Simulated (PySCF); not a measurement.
NMR data simulated for an unnamed compound:

¹H NMR (400 MHz, computed): δ 3.35 (s, 2H), 3.34 (m, 2H), 2.42 (s, 3H), 1.31 (m, 2H).

¹³C{¹H} NMR (computed): δ 146.8 (C), 144.5 (C), 124.5 (C), 66.0 (CH2), 27.0 (CH3), 2.8 (CH2).

Non-relativistic Hamiltonian, a single conformation, one averaged value for each set of equivalent atoms, no solvent. PBE0/pcSseg-1 with gauge-including orbitals; GFN2-xTB structure; PySCF.

Scale: ¹H (σ = 31.72 ppm), ¹³C (σ = 186.93 ppm) vs TMS (reference shieldings calculated alike).

Which of these does the molecule contain: a non-aromatic C=C double bond, a vinyl group CH=CH2, a (CH3)2CH unit, a three-membered ring, a Si–H bond, a CF3 group?

Results:


- A non-aromatic C=C double bond: yes.
- A vinyl group CH=CH2: no.
- A (CH3)2CH unit: no.
- A three-membered ring: yes.
- A Si–H bond: yes (δH 3.34 (m)).
- A CF3 group: no.

The data belong to `C/C(CC(Cl)(Cl)Cl)=C1\C[SiH2]1`, C6H9Cl3Si; they needn't prove each group on their own.

Carbon signals by region: 3 in the sp2 and nitrile region (100–160 ppm), 1 at 50–100 ppm, 2 below 50 ppm.

Carbons that carry Cl, above all several Cl atoms, come out too deshielded, partly because spin–orbit coupling is missing. Shifts are as computed. Against solution values, carbons near 30 ppm lie about +3 ppm off and those near 130 ppm about +5 ppm; carbons on Cl a further +6 ppm. Of 1309 compounds with measured shifts, 239 miss one by over three times the rms of a fit or turn the order of signals round; such compounds aren't used in these exercises. Multiplicities follow the n + 1 count of equivalent neighbours, as no J values were calculated; m marks all less simple cases, F and P coupling included.
